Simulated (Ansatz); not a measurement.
Computed with Ansatz.

CH6O3Sn, SMILES `[CH3][Sn]([OH])([OH])[OH]` at its PBE0-D4/def2-TZVP geometry, where that method's forces vanish. The species carries charge 0 and has multiplicity 1. Sn takes the def2 core potential.

```
atom   x (Å)   y (Å)   z (Å)
  C1  -1.194   0.758  -1.173
 Sn2   0.176  -0.112   0.174
  O3   0.820  -1.860  -0.435
  O4  -0.596  -0.402   1.951
  O5   1.771   0.994   0.444
  H6  -2.201   0.442  -0.907
  H7  -1.115   1.842  -1.106
  H8  -0.957   0.430  -2.184
  H9   0.747  -2.527   0.253
 H10  -0.032  -0.053   2.647
 H11   2.580   0.487   0.336
```

Question: For each bond, give half the difference of the two atoms' forces along it (eV/Å; positive pushes the atoms apart) under PBE-D4, r2SCAN-D4, B3LYP-D4, ωB97M-V in def2-TZVPP. (Best estimate.)

Answer: The calculation gave: 
```
  bond  length (Å)  PBE-D4  r2SCAN-D4  B3LYP-D4  ωB97M-V
C1–Sn2       2.109   -0.06       0.04      0.08    -0.06
 C1–H6       1.089    0.08      -0.03     -0.09    -0.04
 C1–H7       1.089    0.08      -0.03     -0.09    -0.04
 C1–H8       1.089    0.08      -0.03     -0.09    -0.04
Sn2–O3       1.959    0.28       0.09      0.18     0.01
Sn2–O4       1.959    0.28       0.09      0.18     0.01
Sn2–O5       1.959    0.28       0.09      0.18     0.01
 O3–H9       0.961    0.38       0.03     -0.03    -0.05
O4–H10       0.961    0.38       0.03     -0.03    -0.05
O5–H11       0.961    0.38       0.03     -0.03    -0.05
```

B3LYP here is the variant with VWN-RPA as its local correlation; programs differ in this.
